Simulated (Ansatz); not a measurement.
Ansatz results at the PBE0-D4/def2-TZVP geometry: LUMO energy (PBE/def2-TZVPP) -2.01 eV; LUMO energy (PBE0/def2-TZVPP) -1.03 eV; HOMO–LUMO gap (PBE/def2-TZVPP) 4.51 eV.

Each molecule was computed in one conformer, which needn't be the lowest.

(1) Which molecule gave them?
A. `C=C([SiH3])[O][AlH][F]`
B. `C=C(F)[SiH2][O][AlH2]`
C. `N[SiH]1C=N1`
D. `[AlH2][BH][Al]([Cl])[Br]`

## Answers

(1) B. The others give `N[SiH]1C=N1`: -1.76, -0.57, 3.12; `C=C([SiH3])[O][AlH][F]`: -1.67, -0.85, 4.41; `[AlH2][BH][Al]([Cl])[Br]`: -4.13, -3.19, 2.26.
